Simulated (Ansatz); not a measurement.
System: NaF, net charge 1, doublet state. SMILES of the parent species: [F][Na]
Structure (B3LYP-D3(BJ)/def2-TZVP (Ansatz, a quantum-chemistry and plane-wave program) minimum search):
```xyz
2

Na     0.0000     0.0000    -1.1237
F      0.0000     0.0000     1.3734
```
Charge +1, spin multiplicity 2.

Parts of the frozen-core correlation energy in def2-SVP (Ansatz, hartree). Frozen orbitals: 6; correlated occupied orbitals by spin: 4 and 3; virtual: 19 and 20. UHF or UKS for open shells. No spin-orbit coupling. No relativistic terms.

```csv
term,value
reference (HF),-260.90443
MP2 opposite-spin,-0.10415
MP2 same-spin,-0.03586
CCSD correlation,-0.15144
(T),-0.00107
CCSDT minus CCSD(T),-0.00012
CCSDT(Q) minus CCSD(T),-0.00022
T1 diagnostic,0.006
largest doubles amplitude,0.044
<S^2> of the reference,0.753
```
